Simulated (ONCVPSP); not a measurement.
**Transferability test, ONCV potential for boron**

- Element: B (Z = 5)
- Generator: ONCVPSP 4.0.1
- Type: optimised norm-conserving Vanderbilt (ONCV)
- Functional: LDA (Perdew-Zunger)
- Relativity: non-relativistic
- Frozen core: [He]
- Valence charge: 3
- Reference configuration: 2s2 (charge +1)
- Partial waves: 2s: rc 1.40 bohr, ncon 3, nbas 8, qcut 5.6 1/bohr, 3 projectors, debl 3.8 Ha; p scattering state at 0.25 Ha: rc 1.20 bohr, ncon 4, nbas 7, qcut 5.7 1/bohr, 2 projectors, debl 3.6 Ha
- Local potential: polynomial inside 1.10 bohr (lpopt 4, dvloc0 2 Ha)
- Core correction: Teter function fitted to the true core (icmod 2), fcfact 0.45

In the p channel the program set the typed energies aside and used 0.050, 3.650 Ha.

Energies are relative to the spin-unpolarised reference configuration 2s2; without spin polarisation the order of configurations can differ from experiment.

```tsv
valence configuration	charge	ΔE all-electron (eV)	error AE − PS (meV)
2s2 2p1	0	-8.329	+3.4
2s1	+2	25.297	+21
2s2 2p0.5	+0.5	-5.385	+1.4
2s0 2p3	0	3.059	+23
```

Levels in the configuration 2s1:

```tsv
level	all-electron (eV)	pseudo (eV)
2s	-31.331	-31.281
```
